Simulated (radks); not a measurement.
Valence configurations of neutral technetium (all share [Kr]). Method: scalar-relativistic Kohn-Sham, r2SCAN, spin-polarised, spherical densities, finite nucleus; open shells are filled with parallel spins first (spin-orbit coupling, left out, can overturn this in heavy ions); meta-GGA in the generalised Kohn-Sham scheme; Fermi nuclear charge, rms radius 4.4112 fm; computed with a radial shooting solver on a logarithmic mesh with Libxc functionals. Energies are relative to 4d5 5s2; eigenvalues in eV for spin up.

| valence | E (eV) | moment (Bohr magnetons) | e(4d) | e(5p) | e(5s) |
|---|---|---|---|---|---|
| 4d5 5s2 | 0.000 | 5 | -8.413 | - | -5.804 |
| 4d5.5 5s1.5 | 0.304 | 5 | -7.016 | - | -5.453 |
| 4d6 5s1 | 0.511 | 5 | -5.658 | - | -5.022 |
| 4d5.5 5s1 5p0.5 | 1.053 | 6 | -7.524 | -1.871 | -6.048 |
| 4d5 5s1 5p1 | 1.735 | 7 | -9.447 | -2.522 | -6.970 |
| 4d7 | 3.120 | 3 | -3.595 | - | - |
| 4d4.5 5s2 5p0.5 | 3.752 | 5 | -10.287 | -2.239 | -6.783 |
| 4d6 5p1 | 4.284 | 5 | -7.022 | -1.947 | - |
| 4d5 5p2 | 6.162 | 7 | -10.649 | -3.147 | - |
| 4d4 5s2 5p1 | 8.058 | 5 | -12.109 | -2.931 | -7.722 |

NIST lists [Kr] 4d5 5s2 as the ground configuration; this level of theory agrees among the configurations tried. The energies are those of spherical high-spin densities, not of single terms.
